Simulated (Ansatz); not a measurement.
```yaml
crystal:
  periodic: [false, false, false]
  atoms:
    - {symbol: F, position_ang: [1.443939, -1.122432, 1.702304]}
    - {symbol: Ge, position_ang: [0.652754, -1.060996, 0.071562]}
    - {symbol: F, position_ang: [-0.365259, -2.333846, 0.145233]}
    - {symbol: F, position_ang: [1.766666, -1.310800, -0.753661]}
    - {symbol: Ge, position_ang: [-0.566101, 0.977846, -0.401110]}
    - {symbol: H, position_ang: [-1.692635, 1.316357, 0.794767]}
    - {symbol: H, position_ang: [0.469585, 2.329147, -0.237281]}
    - {symbol: H, position_ang: [-1.394553, 0.956687, -1.466353]}
basis:
  gaussian: {orbitals: def2-SVP}
hamiltonian: {xc: {name: HSE06}, dispersion: d3bj}
scf: {lower_state_search: off}
relax: {f_tol: 0.0001, max_steps: 1}
output: {forces: true}
```

```sh
$ ansatz run in.yaml --threads 4 --pin off --events-out ev --progress --plain --max-ram 10444MiB
```

(1) How does Ansatz answer? (Estimate.)

## Answers

(1) The calculation gave: The calculation stopped without meeting its thresholds.
```
Functional definition: HSE06
1255 factors; integrals over basis functions are off by at most 3.5e-4 eV
106 factors; integrals over basis functions are off by at most 1.9e-7 eV
mean field evaluation 1: about -121187.7648 eV, gradient 5.4e1 eV
mean field evaluation 2: about -121180.3657 eV, gradient 8.9e1 eV
mean field evaluation 4: about -121192.1167 eV, gradient 3.3e0 eV
mean field evaluation 8: about -121192.1522 eV, gradient 2.4e-1 eV
mean field evaluation 16: about -121192.1523 eV, gradient 1.5e-5 eV
mean field -121192.15230896 eV, -4453.7294503628 hartree, gradient 1.9e-6 eV, S^2 0.000000; 0 other end points of the search recorded, 0 dependent functions left out
reference -121192.15234491 eV, -4453.7294516843 hartree; 47, 47 occupied and 74, 74 virtual orbitals, 1255 factors
relax step   1: F+E_penalty+E_count = -121192.26472489 eV  Δ(F+E_penalty+E_count) = +0.000e0 eV  max|allowed force component| = 1.899e1 eV/Å  Δτ_max = 0.0000 Å  (16 SCF iters, accepted)
Error: geometry relaxation did not converge after 1 steps: max|allowed force component| = 1.90e1 eV/Å (threshold 1.0e-4). Raise `relax.max_steps` over both its present limit and 1, loosen `relax.f_tol`, or start from a geometry closer to equilibrium. Where this run's directory can be resumed (`checkpoint.write`), a resume goes on for up to `relax.max_steps` more
```

HSE06 is defined as in plane-wave codes.
